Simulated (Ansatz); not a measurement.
CH6ClNSSi, SMILES `N[SiH](S)CCl`. Total charge 0; spin multiplicity 1. The structure was optimised at the PBE0-D4/def2-TZVP level. It is one conformer, not always the lowest.

```xyz
11

N    -0.742   -1.515   -0.056
Si    0.389   -0.360    0.499
S    -0.145    0.855    2.181
C     0.749    0.755   -0.974
Cl   -0.775    1.522   -1.519
H    -1.508   -1.189   -0.626
H    -1.043   -2.254    0.559
H     1.619   -1.050    0.959
H    -1.128    1.491    1.518
H     1.144    0.190   -1.819
H     1.442    1.556   -0.721
```

What is the dipole moment at ωB97M-V/def2-TZVPP? (An estimate is asked.)

Computed: 1.27 D, with components (-0.06, -1.10, -0.63) D in this frame, pointing from negative to positive charge.

And with PBE, r2SCAN, B3LYP? (Best estimate.)

The calculation gave: PBE 1.30 D, r2SCAN 1.33 D, B3LYP 1.28 D.

Give the Mulliken charges with ωB97M-V, PBE, r2SCAN in def2-TZVPP. (Estimate.)

Ansatz gave: 
| atom | ωB97M-V | PBE | r2SCAN |
| --- | --- | --- | --- |
| N1 | -0.34 | -0.36 | -0.43 |
| Si2 | 0.39 | 0.36 | 0.48 |
| S3 | -0.27 | -0.28 | -0.30 |
| C4 | -0.29 | -0.19 | -0.13 |
| Cl5 | -0.13 | -0.16 | -0.18 |
| H6 | 0.12 | 0.15 | 0.16 |
| H7 | 0.11 | 0.15 | 0.15 |
| H8 | -0.03 | -0.07 | -0.08 |
| H9 | 0.12 | 0.12 | 0.11 |
| H10 | 0.16 | 0.14 | 0.11 |
| H11 | 0.16 | 0.14 | 0.11 |

B3LYP here is the variant with VWN-RPA as its local correlation; programs differ in this.
